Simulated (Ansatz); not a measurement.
LiS-, closed-shell singlet (lowest of 2S+1 = 1, 3, 5 at CCSD(T)/def2-TZVPP on PBE0 minima; our sources give no spin for the ground state, which may be another), most abundant isotopes (7.0160 and 31.9721 u). Constants from fifth-degree fits in 1/R to seven points on the lowest solution found; no spin–orbit coupling, no relativity up to Kr; ω_e x_e and α_e move by some per cent with the fit.

Frozen-core correlation. CBS: X⁻³ extrapolation of the correlation energy, Hartree–Fock from the larger set.

Codes used: Ansatz (Gaussian basis) for Hartree–Fock, density functionals and correlated methods. 

```
level                                          r_e (Å)  ω_e (cm⁻¹)  ω_e x_e (cm⁻¹)  α_e (cm⁻¹)
---------------------------------------------  -------  ----------  --------------  ----------
PBE/def2-TZVPP                                  2.0653       631.5            4.88     0.00793
CCSD(T)/CBS(aug-cc-pV(Q+d)Z, aug-cc-pV(5+d)Z)   2.0765       637.8            4.65     0.00735
```

Task: Derive the rotational constants, the centrifugal constant, the fundamental, the zero-point energy and the force constant.

Result: 
μ = 5.75346 u.
- PBE/def2-TZVPP: B_e = 16.8576/(μ r_e²) = 0.68689 cm⁻¹; B₀ = B_e − α_e/2 = 0.68292 cm⁻¹; D = 4B_e³/ω_e² = 3.25e-06 cm⁻¹; fundamental ω_e − 2ω_e x_e = 622 cm⁻¹; zero-point energy ω_e/2 − ω_e x_e/4 = 315 cm⁻¹; k = μ(2πcω_e)² = 135 N/m; the line J = 1 ← 0 at 2B₀ = 40.95 GHz
- CCSD(T)/CBS(aug-cc-pV(Q+d)Z, aug-cc-pV(5+d)Z): B_e = 16.8576/(μ r_e²) = 0.67954 cm⁻¹; B₀ = B_e − α_e/2 = 0.67586 cm⁻¹; D = 4B_e³/ω_e² = 3.09e-06 cm⁻¹; fundamental ω_e − 2ω_e x_e = 629 cm⁻¹; zero-point energy ω_e/2 − ω_e x_e/4 = 318 cm⁻¹; k = μ(2πcω_e)² = 138 N/m; the line J = 1 ← 0 at 2B₀ = 40.52 GHz

Ansatz is a program for electronic structure.
